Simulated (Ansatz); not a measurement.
`C[O][Al]([F])[Br]` + H₂O → `C[O][Al]([OH])[Br]` + H–F at 500 K and 1 bar (formal hydrolysis of the Al–F bond).

Calculated with Ansatz (gas phase, PBE0-D4/def2-TZVP geometries, no zero-point term in ΔE). CBS: MP2 limit from def2 TZ/QZ plus the TZ coupled-cluster correction, frozen cores. This one scheme is used for every species. For Br outer-core shells are correlated without core-valence functions, which leaves a few kJ/mol of doubt a bond. Scalar relativity is left out up to krypton. Each species was taken in one conformer, which may not be the lowest.

```tsv
species	CCSD(T)/CBS energy (Eh)	H − E (kJ/mol)	S (J/(mol·K))
`C[O][Al]([F])[Br]`	-3030.35080	164.2	423.4
H₂O	-76.37941	73.2	206.3
`C[O][Al]([OH])[Br]`	-3006.31722	197.6	436.6
H–F	-100.39570	39.4	188.7
```

H − E and S are ideal-gas, rigid-rotor, harmonic terms from PBE0-D4/def2-TZVP, for one conformer and one mirror image of each species. 1 Eh = 2625.50 kJ/mol, R = 8.31446 J/(mol·K).

Q: By hand: ΔE, ΔH, ΔS and ΔG.

A: ΔE = (-3006.31722) + (-100.39570) − (-3030.35080) − (-76.37941) = 0.01729 Eh = 45.4 kJ/mol. Δ(H − E) = 197.6 + 39.4 − 164.2 − 73.2 = -0.4, so ΔH = 45.0 kJ/mol. ΔS = 436.6 + 188.7 − 423.4 − 206.3 = -4.4 J/(mol·K). ΔG = 45.0 − 500 × (-4.4)/1000 = 47.2 kJ/mol.

Q: By hand: the equilibrium constant, and the temperature at which ΔG would vanish if ΔH and ΔS stayed fixed.

A: log₁₀ K = −ΔG/(RT ln 10) = -4.9. ΔH and −TΔS have one sign here, so there is no such temperature.

The number of gas molecules stays the same, so ΔS is small and ΔH decides. A doubt of 5 kJ/mol in ΔE shifts log₁₀ K by 0.5 here. Other conformers and mirror images would add mixing entropy, several J/(mol·K) or more a flexible species. These are equilibria of isolated gas molecules and say nothing of rates. Largest T1 diagnostic: 0.010 (customary marks: 0.02 for closed shells, 0.045 for open ones).

ΔS is within the doubt of such terms, so its sign, and with it that verdict, could turn.
